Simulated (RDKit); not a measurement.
A run for RDKit: MMFF94 on H5NSi2 (SMILES N[Si][SiH3]), a point of a torsion scan.

```python
from rdkit import Chem
from rdkit.Chem import AllChem, rdDetermineBonds

blocks = [
'''8

N     1.62576340   -0.34985104    0.11293579
Si    1.25426156    0.03816543    1.75324036
Si    0.29405614    2.11380672    1.71813532
H     1.85217547    0.31994034   -0.60823707
H     1.99505610   -1.25454691   -0.13288664
H     0.95439800    2.88113687    2.79408570
H     0.10933759    3.12012378    0.65521351
H    -1.07785174    1.88270400    2.21394525
''',
]
mol = None
for b in blocks:
    f = Chem.MolFromXYZBlock(b)
    rdDetermineBonds.DetermineBonds(f, charge=0)
    mol = f if mol is None else Chem.CombineMols(mol, f)
Chem.SanitizeMol(mol)
print(Chem.MolToSmiles(Chem.RemoveHs(mol)))
ff = AllChem.MMFFGetMoleculeForceField(mol, AllChem.MMFFGetMoleculeProperties(mol), nonBondedThresh=100.0, ignoreInterfragInteractions=False)
e = ff.CalcEnergy()
print(f'MMFF94 energy {e:.6f} kcal/mol')
```

The log:

```
[NH2+]=[Si-][SiH3]
MMFF94 energy 43.866024 kcal/mol
```

The run finished.

Cost: roughly 0.020 core-seconds.
